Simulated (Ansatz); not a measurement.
One change: `[OH][AlH][CH2]Br` becomes `[CH3][AlH][CH2]Br`.

Ansatz, PBE0-D4/def2-TZVP geometries, multiplicity 1. Each molecule was computed in one conformer, which needn't be the lowest.

Scalar relativity is left out up to krypton.

```json
{"property": "HOMO–LUMO gap (B3LYP/def2-TZVPP) / eV", "`[OH][AlH][CH2]Br`": "6.42"}
{"property": "size of the dipole moment (PBE/def2-TZVPP) / D", "`[OH][AlH][CH2]Br`": "2.33"}
{"property": "HOMO–LUMO gap (PBE0/def2-TZVPP) / eV", "`[OH][AlH][CH2]Br`": "6.91"}
{"property": "HOMO–LUMO gap (ωB97M-V/def2-TZVPP) / eV", "`[OH][AlH][CH2]Br`": "10.92"}
{"property": "size of the dipole moment (ωB97M-V/def2-TZVPP) / D", "`[OH][AlH][CH2]Br`": "2.42"}
{"property": "HOMO energy (ωB97M-V/def2-TZVPP) / eV", "`[OH][AlH][CH2]Br`": "-10.03"}
```

Q: What does the change do to each property? (Best estimate.)

A: Ansatz gave: 
```
                                          property  `[CH3][AlH][CH2]Br`  shift
             HOMO–LUMO gap (B3LYP/def2-TZVPP) / eV                 5.59  -0.83
    size of the dipole moment (PBE/def2-TZVPP) / D                 1.30  -1.03
              HOMO–LUMO gap (PBE0/def2-TZVPP) / eV                 6.05  -0.86
           HOMO–LUMO gap (ωB97M-V/def2-TZVPP) / eV                 9.82  -1.10
size of the dipole moment (ωB97M-V/def2-TZVPP) / D                 1.41  -1.01
             HOMO energy (ωB97M-V/def2-TZVPP) / eV                -9.46   0.57
```

With PBE0 the HOMO rises by 0.57 eV and the LUMO falls by 0.28 eV, so the gap narrows by about 0.85 eV. PBE moves the HOMO by 0.52 eV and ωB97M-V by 0.57 eV. Dipoles are sizes alone; their direction can turn.

B3LYP here is the variant with VWN-RPA as its local correlation; programs differ in this.

Spin–orbit coupling is left out; it splits and shifts lone-pair levels of the heavy atoms by tenths of an eV.
